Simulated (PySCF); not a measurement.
C₇H₁₁O (doublet state).
Numbering: `[CH3:1][O:2][C:3]1=[CH:4][CH2:5][C:6]([CH3:7])[CH2:8]1` (hydrogens: H9, H10, H11 on C1; H12 on C4; H13, H14 on C5; H15, H16, H17 on C7; H18, H19 on C8)

Structure used (GFN2-xTB), in Å, numbered top down from 1:
```
atom  x, y, z in Å
C1     3.210   -0.003   -0.330
O2     2.110   -0.811    0.012
C3     0.887   -0.228   -0.074
C4     0.538    1.004   -0.437
C5    -0.950    1.188   -0.378
C6    -1.438   -0.133    0.104
C7    -2.863   -0.514    0.209
C8    -0.302   -1.075    0.290
H9     4.093   -0.629   -0.218
H10    3.285    0.863    0.336
H11    3.135    0.349   -1.364
H12    1.190    1.803   -0.742
H13   -1.367    1.456   -1.361
H14   -1.229    2.009    0.299
H15   -3.234   -0.972   -0.718
H16   -3.013   -1.242    1.006
H17   -3.481    0.360    0.409
H18   -0.216   -1.452    1.318
H19   -0.366   -1.963   -0.354
```

The hyperfine couplings belong to this conformer and change with its torsions.

Theory: UKS B3LYP, pcH-1 on C H O, non-relativistic, mean-field spin-orbit, GIAO (PySCF). One conformer (not necessarily the lowest) at the GFN2-xTB geometry, without solvent, vibrations or thermal averaging. Couplings are sensitive to structure, and on GFN2-xTB geometries they can be far from those on DFT ones. The SCF solution wasn't tested for stability.

Mulliken spin populations: C1 0.000, O2 0.000, C3 +0.001, C4 +0.003, C5 -0.082, C6 +0.972, C7 -0.080, C8 -0.085, H9 0.000, H10 0.000, H11 0.000, H12 -0.001, H13 +0.046, H14 +0.042, H15 +0.061, H16 +0.018, H17 +0.012, H18 +0.044, H19 +0.048.

(1) Give the computed dipolar 1H tensors of H9, H10, H11, H12, H13, H14, H15, H16, H17, H18, H19.

(2) Estimate them with point dipoles: put each population ρk at its nucleus, leave out the nucleus itself and the atom bound to it, and sum T = Σ [ρk/(2S)]·C·(3 n nᵀ − 1)/r³ with C = μ0 gₑ μB g_N μN/(4π h) = 79.06 MHz Å³.

(3) If all the spin sat on C6, T∥ = 2C/r³. What distance does the computed T3 of H9 then imply?

Results:

(1) 
```
atom            position  distance from C6 (Å)  T1 (MHz)     T2    T3
  H9     5 bonds from C6                  5.56     -0.41  -0.41  0.83
 H10     5 bonds from C6                  4.83     -0.62  -0.59  1.21
 H11     5 bonds from C6                  4.83     -0.62  -0.59  1.21
 H12  γ, 3 bonds from C6                  3.37     -1.65  -1.54  3.18
 H13  β, 2 bonds from C6                  2.16     -4.49  -3.67  8.16
 H14  β, 2 bonds from C6                  2.16     -4.62  -4.29  8.90
 H15  β, 2 bonds from C6                  2.15     -4.66  -3.74  8.40
 H16  β, 2 bonds from C6                  2.13     -4.69  -4.26  8.95
 H17  β, 2 bonds from C6                  2.12     -4.81  -4.09  8.90
 H18  β, 2 bonds from C6                  2.17     -4.63  -4.21  8.84
 H19  β, 2 bonds from C6                  2.17     -4.44  -3.66  8.10
```

(2) 
| atom | T1 (MHz) | T2 | T3 | T3, computed | difference in T3 (%) |
| --- | --- | --- | --- | --- | --- |
| H9 | -0.43 | -0.42 | 0.85 | 0.83 | +3 |
| H10 | -0.63 | -0.63 | 1.26 | 1.21 | +4 |
| H11 | -0.64 | -0.63 | 1.27 | 1.21 | +5 |
| H12 | -1.63 | -1.60 | 3.24 | 3.18 | +2 |
| H13 | -8.11 | -6.48 | 14.59 | 8.16 | +79 |
| H14 | -8.17 | -6.44 | 14.61 | 8.90 | +64 |
| H15 | -7.70 | -7.35 | 15.04 | 8.40 | +79 |
| H16 | -8.52 | -6.62 | 15.14 | 8.95 | +69 |
| H17 | -8.48 | -6.68 | 15.16 | 8.90 | +70 |
| H18 | -8.11 | -6.33 | 14.44 | 8.84 | +63 |
| H19 | -8.05 | -6.37 | 14.42 | 8.10 | +78 |

(3) r = (2 × 79.06/0.83)^(1/3) = 5.76 Å, against 5.56 Å in the structure.
